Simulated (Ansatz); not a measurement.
`F[SiH]([SiH3])O[SiH3]` + H₂S → `F[SiH]([SiH3])S` + `O[SiH3]` at 400 K and 1 bar (ligand exchange at the Si–O bond).

Program: Ansatz. Geometries: PBE0-D4/def2-TZVP. ΔE: electronic, gas phase. CBS: MP2 limit from def2 TZ/QZ plus the TZ coupled-cluster correction, frozen cores. This one scheme is used for every species. One conformer a species, not always the lowest.

```json
{"species": "`F[SiH]([SiH3])O[SiH3]`", "CCSD(T)/CBS energy (Eh)": "-1046.55730", "H − E (kJ/mol)": "217.6", "S (J/(mol·K))": "454.9"}
{"species": "H₂S", "CCSD(T)/CBS energy (Eh)": "-398.97279", "H − E (kJ/mol)": "53.4", "S (J/(mol·K))": "215.9"}
{"species": "`F[SiH]([SiH3])S`", "CCSD(T)/CBS energy (Eh)": "-1078.81755", "H − E (kJ/mol)": "155.9", "S (J/(mol·K))": "388.5"}
{"species": "`O[SiH3]`", "CCSD(T)/CBS energy (Eh)": "-366.69042", "H − E (kJ/mol)": "120.0", "S (J/(mol·K))": "276.4"}
```

H − E and S are ideal-gas, rigid-rotor, harmonic terms from PBE0-D4/def2-TZVP, for one conformer and one mirror image of each species. 1 Eh = 2625.50 kJ/mol, R = 8.31446 J/(mol·K).

Problem. By hand: ΔE, ΔH, ΔS and ΔG.

Solution. ΔE = (-1078.81755) + (-366.69042) − (-1046.55730) − (-398.97279) = 0.02212 Eh = 58.1 kJ/mol. Δ(H − E) = 155.9 + 120.0 − 217.6 − 53.4 = 4.9, so ΔH = 63.0 kJ/mol. ΔS = 388.5 + 276.4 − 454.9 − 215.9 = -5.9 J/(mol·K). ΔG = 63.0 − 400 × (-5.9)/1000 = 65.4 kJ/mol.

Problem. By hand: the equilibrium constant, and the temperature at which ΔG would vanish if ΔH and ΔS stayed fixed.

Solution. log₁₀ K = −ΔG/(RT ln 10) = -8.5. ΔH and −TΔS have one sign here, so there is no such temperature. One of them is within its doubt of zero, so this could turn.

The number of gas molecules stays the same, so ΔS is small and ΔH decides. A doubt of 5 kJ/mol in ΔE shifts log₁₀ K by 0.7 here. Other conformers and mirror images would add mixing entropy, several J/(mol·K) or more a flexible species. Modes under 60 cm⁻¹, often nearly free rotors, make the harmonic entropy too high. These are equilibria of isolated gas molecules and say nothing of rates. Largest T1 diagnostic: 0.013 (customary marks: 0.02 for closed shells, 0.045 for open ones).
